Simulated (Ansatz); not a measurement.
Abridged output of a molecular run in Ansatz:

```
Functional definition: HF
1799 factors; integrals over basis functions are off by at most 1.3e-3 eV
mean field evaluation 1: about -18251.6850 eV, gradient 3.4e1 eV
mean field evaluation 2: about -18251.9894 eV, gradient 3.4e1 eV
mean field evaluation 4: about -18256.0312 eV, gradient 4.3e0 eV
mean field evaluation 8: about -18256.1132 eV, gradient 2.3e-1 eV
mean field evaluation 16: about -18256.1136 eV, gradient 1.4e-6 eV
mean field -18256.11363339 eV, -670.8998015887 hartree, gradient 1.4e-6 eV, S^2 0.000000; 0 other end points of the search recorded, 0 dependent functions left out
13 core orbitals not correlated: weight in the atoms' cores, before any rotation towards them, 1.000 or more for the frozen orbitals, at most 0.000 for the correlated occupied ones
reference -18256.11363339 eV, -670.8998015887 hartree; 14, 14 occupied and 290, 290 virtual orbitals, 1799 factors
second order -18.22917083 eV of doubles, -0.00000000 eV of singles
cycle   1  -19.51930898 eV  change    -1.3e0 eV  update   1.1e-1
cycle   2  -20.10030394 eV  change   -5.8e-1 eV  update   3.2e-2
cycle   3  -20.18689671 eV  change   -8.7e-2 eV  update   1.5e-2
cycle   4  -20.17846213 eV  change    8.4e-3 eV  update   4.9e-3
cycle   5  -20.17626422 eV  change    2.2e-3 eV  update   2.3e-3
cycle   6  -20.17622468 eV  change    4.0e-5 eV  update   8.1e-4
cycle   7  -20.17621344 eV  change    1.1e-5 eV  update   3.2e-4
cycle   8  -20.17635518 eV  change   -1.4e-4 eV  update   1.4e-4
cycle   9  -20.17637679 eV  change   -2.2e-5 eV  update   4.5e-5
cycle  10  -20.17635205 eV  change    2.5e-5 eV  update   1.8e-5
perturbative correction -0.86384258 eV, -0.0317456295 hartree
Total energy: -18277.15382802 eV, -671.6730144799 hartree
```

Its atoms:

Cartesian coordinates in Å:
```
B -0.071 1.327 -0.946
Si -1.118 -0.360 -0.582
C -0.973 -0.666 1.331
B 0.446 -1.136 1.123
Si 1.572 0.113 -0.013
H -0.645 2.161 -0.291
H 0.046 1.548 -2.120
H -0.636 -1.568 -1.320
H -2.557 -0.192 -0.927
H -1.125 0.379 1.622
H -1.706 -1.327 1.788
H 0.826 -2.247 1.352
H 2.646 0.828 0.740
H 2.188 -0.485 -1.221
H 1.107 1.623 -0.535
```

Q: Which basis set was used?
A. def2-SVPD
B. def2-SVP
C. def2-TZVPPD
D. def2-TZVPP

A: D. It gives 317 functions.

Q: Write the keys of the input that set method, charge and spin (a neutral closed shell needs none for the last two).

A: 
```yaml
correlation: {method: ccsd_t}
```
